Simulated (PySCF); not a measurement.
An unknown is described by computed data only.

Formula: C5H9FO4.

* NMR, other nuclei: isotropic shieldings of nuclei other than C and H, by class: 32 (1 O), 135 (1 O), 173 (1 O), 323 (1 O), 343 (1 F) ppm [GIAO PBE0/pcSseg-1]
* Dipole: 0.51 D [PBE0/pcSseg-1]
* Rotational structure: rotational constants A, B, C: 3.163, 0.511, 0.476 GHz [GFN2-xTB]
* 1H NMR: chemical shifts (computed TMS as zero) by class: 6.12 (2 H), 4.45 (2 H), 3.74 (2 H), 3.59 (3 H) ppm [GIAO PBE0/pcSseg-1]
* 13C NMR: chemical shifts (computed TMS as zero) by class: 162.5 (1 C), 100.2 (1 C), 72.1 (1 C), 68.8 (1 C), 61.9 (1 C) ppm [GIAO PBE0/pcSseg-1]

Gas-phase values; electronic properties from PySCF, density fitting. Levels stand in brackets. One conformer (not necessarily the lowest) at the GFN2-xTB geometry, without solvent, vibrations or thermal averaging. NMR classes are plain means over equivalent atoms (diastereotopic ones count apart unless rotation or inversion swaps them), as if these changed places fast.

Question: Propose a structure and show how it fits.

Answer: Numbering: `[CH3:1][O:2][CH2:3][CH2:4][O:5][C:6](=[O:7])[O:8][CH2:9][F:10]`. Its formula, C5H9FO4, gives 1 degree of unsaturation: 0 rings and 1 π bond in the structure found. 5 carbons fall into 5 classes; from least to most shielded: carbonate carbon [C6] (162.5 ppm), sp3 C–F carbon [C9] (100.2 ppm), sp3 carbon bound to oxygen [C3] (72.1 ppm), sp3 carbon bound to oxygen [C4] (68.8 ppm), methoxy carbon [C1] (61.9 ppm). Hydrogen classes from least to most shielded: 2 H on an sp3 C–F carbon, C9 (6.12 ppm, a mean of values up to 0.9 ppm apart in this geometry), 2 H on an sp3 carbon bound to oxygen, C4 (4.45 ppm, a mean of values up to 0.6 ppm apart in this geometry), 2 H on an sp3 carbon bound to oxygen, C3 (3.74 ppm, a mean of values up to 0.6 ppm apart in this geometry), 3 H on a methoxy carbon, C1 (3.59 ppm, a mean of values up to 0.6 ppm apart in this geometry). The other shieldings belong to: 32 ppm, carbonate carbonyl oxygen [O7]; 135 ppm, oxygen singly bound to a carbonyl carbon [O8]; 173 ppm, oxygen singly bound to a carbonyl carbon [O5]; 323 ppm, ether oxygen [O2]; 343 ppm, alkyl fluorine [F10]. The optimised geometry has point group C1 and is an asymmetric top. Structure: `COCCOC(=O)OCF`. The assignments are read from this structure; whether some other isomer fits the data as well wasn't checked.
